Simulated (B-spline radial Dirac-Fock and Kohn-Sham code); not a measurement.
Satellites and hypersatellites of the K lines of I⁷⁺

System: I⁷⁺, configuration [Kr] 4d10.

The computed values come from an atomic code on a B-spline grid: Dirac-Fock energy differences between relaxed states, corrected for Breit and QED terms. Each two-hole energy is an average over J within one jj subconfiguration, not an observable level; in light atoms, where LS coupling holds, the j-resolved values are not observed lines, and for a K spectator the Kα1 hypersatellite is nearly forbidden. Electron correlation is not included.

Lines without a spectator: Kα2 (K-L2) 28316.5 eV, Kα1 (K-L3) 28611.4 eV, Kβ3 (K-M2) 32236.5 eV, Kβ1 (K-M3) 32293.2 eV. Shifts in eV with one spectator hole (a dash: not computed, or left out as unreliable):

```csv
spectator hole,Kα2,Kα1,Kβ3,Kβ1
L2 (2p1/2),+69.9,+88.8,–,+185.7
L3 (2p3/2),+66.3,+67.2,+161.5,–
M2 (3p1/2),–,+10.90,+24.15,+29.12
M3 (3p3/2),+7.77,–,+24.25,+23.77
M4 (3d3/2),+1.72,-1.13,–,–
M5 (3d5/2),-1.73,+0.45,–,–
```

Problem. Where does the K-L3 hypersatellite lie, emitted when both K electrons are missing?

Solution. +642.9 eV from the normal line, at 29254.3 eV. Removing both K electrons costs 67424.8 eV, which is 874.1 eV more than twice the K binding energy.

With n spectator holes in 2p, averaged over the 2p shell (energies in eV):

| n | KαLⁿ | step | hypersatellite KαʰLⁿ |
| --- | --- | --- | --- |
| 0 | 28513.0 | – | 29148.5 |
| 1 | 28586.0 | +72.9 | 29222.9 |
| 2 | 28660.2 | +74.2 | 29298.7 |
| 3 | 28735.8 | +75.6 | 29375.8 |
| 4 | 28812.7 | +76.9 | 29454.3 |
| 5 | 28891.0 | +78.2 | 29534.1 |
